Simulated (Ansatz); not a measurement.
Reaction (ligand exchange at a B–C bond): `OC(F)(F)BF` + `C=N` → `C=NBF` + `OC(F)F`

Program: Ansatz. Geometries: PBE0-D4/def2-TZVP. ΔE: electronic, gas phase. CBS: MP2 limit from def2 TZ/QZ plus the TZ coupled-cluster correction, frozen cores. This one scheme is used for every species. Functionals use def2-TZVPP. B3LYP here is the variant with VWN-RPA as its local correlation; programs differ in this. One conformer a species, not always the lowest.

(1) Is it downhill or uphill in electronic energy at CCSD(T)/CBS, and by how much? (An estimate is asked.)

(2) What do these levels give: revPBE-D4, BLYP-D4, B3LYP-D4, revPBE, r2SCAN, PBE0? (An estimate is asked.)

Largest T1 diagnostic among the species: 0.014.

Results:

(1) The calculation gave: Downhill: ΔE = -25.5 kcal/mol.

(2) Ansatz gave: revPBE-D4 -26.6, BLYP-D4 -27.5, B3LYP-D4 -28.0, revPBE -27.4, r2SCAN -28.1, PBE0 -28.2 kcal/mol.

At CCSD(T), def2-SVP lies −1.5 kcal/mol from the extrapolated value and def2-TZVPP +0.1 kcal/mol. Leaving LDA and LC-ωPBE aside and taking each functional with its dispersion term where it has one, the values, not all of them listed here, spread over 2.9 kcal/mol, from r2SCAN0-D4 to ωB97X-V. LDA lies −2.7 kcal/mol from PBE without D4.
